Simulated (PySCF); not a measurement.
**Electronic absorption of C5H6O2**

Compound: C₅H₆O₂.
InChI=1S/C5H6O2/c1-3-5(6)7-4-2/h3-4H,1-2H2

Method used: PySCF, TDDFT wB97X-D/def2-SVPD, vertical, gas phase, core orbitals frozen in the response. Isolated species at its PBE0-D3(BJ)/def2-SVP geometry (one conformer only). Torsions of this conformer, `[CH2:1]=[CH:2][O:3][C:4](=[O:5])[CH:6]=[CH2:7]`: C1–C2–O3–C4 179°, C2–O3–C4–O5 1°, O3–C4–C6–C7 180°.

**Question.** List the vertical singlet excitations with oscillator strengths and describe the spectrum.

**Answer.** 

```
state  E (eV)  λ (nm)  ν̃ (cm⁻¹)       f  main configurations (H = HOMO, L = LUMO)
   S1    5.07   244.5      40910  0.0001                               H-2→L (94%)
   S2    5.67   218.8      45700   0.394                                 H→L (96%)
   S3    6.36   194.9      51310   0.281                               H-1→L (96%)
   S4    7.46   166.1      60200  0.0069                  H-3→L (47%), H-5→L (40%)
   S5    7.47   165.9      60270   0.060                  H→L+2 (52%), H→L+3 (37%)
   S6    7.49   165.6      60390   0.238                               H→L+1 (91%)
   S7    7.83   158.4      63120  0.0001                  H-5→L (44%), H-3→L (37%)
   S8    8.32   149.0      67110  0.0001                             H-2→L+1 (84%)
   S9    8.35   148.4      67370   0.022                H-4→L (41%), H-1→L+2 (24%)
  S10    8.35   148.4      67370   0.018                H-4→L (49%), H-1→L+2 (18%)
```

Triplets (Tamm–Dancoff): T1 3.88 eV, H-1→L (81%), H→L (9%); T2 4.18 eV, H→L+1 (48%), H→L (40%); T3 4.70 eV, H-2→L (92%); T4 5.40 eV, H→L+1 (34%), H→L (33%), H-4→L (18%).

The lowest singlet comes at 244 nm (489 kJ/mol) in the ultraviolet; it is dark (f under 0.0005); its leading configuration is HOMO-2→LUMO (94%). The strongest level in the table is S2 at 5.67 eV (219 nm, f = 0.394). S4/S5 and S9/S10 lie within about 0.01 eV of each other in each set. Löwdin shares by element: HOMO carbon 64% or more, oxygen 19% or more (atoms not listed hold the other 17%); LUMO carbon 64% or more, oxygen 13% or more (atoms not listed hold the other 23%). The listed states span 3.28 eV, and the widest gap between neighbours is 1.10 eV (S3 to S4). Weighted by f, the mean energy of these states is 6.51 eV. Orbital energies (eV): HOMO-3 -12.35, HOMO-2 -10.46, HOMO-1 -10.40, HOMO -9.26, LUMO -0.03, LUMO+1 2.19, LUMO+2 2.45. The vertical ionisation energy (ΔSCF) is 9.55 eV, 1.20 eV above S10. Singlets were solved by full linear response, triplets in the Tamm–Dancoff approximation.
